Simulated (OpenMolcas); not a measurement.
A calculation on B.

```yaml
Program: OpenMolcas
Method: RASSCF
Basis: ANO-RCC-VQZP [5s4p3d2f1g]
Scalar_Hamiltonian: DKH2, point nucleus
Active_space: 3 electrons in 9 orbitals (RAS2 2s 2p; RAS3 3d, at most 2 electrons)
State_averaging: 2S+1 = 4 odd, 1 root (0 in the spin-orbit step); 2S+1 = 2 odd, 3 roots; 2S+1 = 4 even, 3 roots; 2S+1 = 2 even, 5 roots (0 in the spin-orbit step)
Spin-orbit_coupling: state interaction with AMFI integrals over the reference wave functions, term energies averaged over their components
```

(1) Which level of the active space comes out lowest?

(2) How high does 2s 2p² ⁴P_5/2 lie?

(3) How high does 2s² 2p ²P°_3/2 lie?

(4) How high does 2s 2p² ⁴P_1/2 lie?

Measured values: NIST Handbook of Basic Atomic Spectroscopic Data.

Results:

(1) 2s² 2p ²P°_1/2, with 100 % of that term; it is also the measured ground level.

(2) 27384 cm⁻¹ above the lowest level; measured 28881 cm⁻¹ above the ground level, so the calculation is off by -5 %.

(3) 14.5 cm⁻¹ above the lowest level; measured 15.3 cm⁻¹ above the ground level, so the calculation is off by -5 %.

(4) 27371 cm⁻¹ above the lowest level; measured 28870 cm⁻¹ above the ground level, so the calculation is off by -5 %.

Without dynamic correlation excited terms often stand tens of per cent too high (terms of higher spin than the ground term too low), and those without a measured partner can miss by more than the paired ones. Active for correlation alone: 3d; no level in the range computed is led by a configuration that fills it, so any true level of that kind is missing. Computed and measured levels are paired by configuration, term and J; levels that our copy of the source lacks, or whose pairing is in doubt (as where it misses far off the trend of its configuration), stay unpaired and out of the deviations. Levels of configurations outside the active space are missing.

° marks odd parity.
